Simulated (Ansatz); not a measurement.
`FC1=C(F)C(F)(F)C(F)(F)C1F`, relaxed with RKS PBE-D4/def2-SVP in Ansatz from a rough embedded geometry. The force threshold is 0.03 eV/Å; the program also tests the step.

Charge 0, multiplicity 1.

Start:

```xyz
13

F     1.657   -1.550    1.433
C     0.757   -0.796    0.775
C    -0.304   -0.178    1.332
F    -0.660   -0.219    2.537
C    -1.106    0.472    0.236
F    -1.693    1.662    0.596
F    -2.092   -0.345   -0.230
C    -0.060    0.672   -0.880
F     0.740    1.814   -0.611
F    -0.525    0.837   -2.103
C     0.834   -0.572   -0.704
F     2.075   -0.381   -1.193
H     0.376   -1.416   -1.187
```

```tsv
step	energy (eV)	largest force (eV/Å)	largest move (Å)
1	-24175.4188	2.617	0.000
2	-24175.6772	1.052	0.076
3	-24175.7516	0.332	0.064
4	-24175.7649	0.386	0.106
5	-24175.7766	0.177	0.040
6	-24175.7793	0.073	0.037
7	-24175.7801	0.048	0.024
8	-24175.7802	0.018	0.012
```

End:

```xyz
13

F     1.589   -1.640    1.395
C     0.748   -0.830    0.772
C    -0.329   -0.220    1.313
F    -0.772   -0.325    2.557
C    -1.095    0.547    0.275
F    -1.491    1.773    0.697
F    -2.214   -0.129   -0.130
C    -0.072    0.630   -0.910
F     0.609    1.796   -0.823
F    -0.698    0.578   -2.108
C     0.912   -0.555   -0.696
F     2.204   -0.206   -1.015
H     0.609   -1.420   -1.328
```

It took 13 s on 4 threads of an AMD EPYC 7R13 on a shared host and a share of an NVIDIA H100 80 GB, with 0.8 GiB of host memory at the peak.
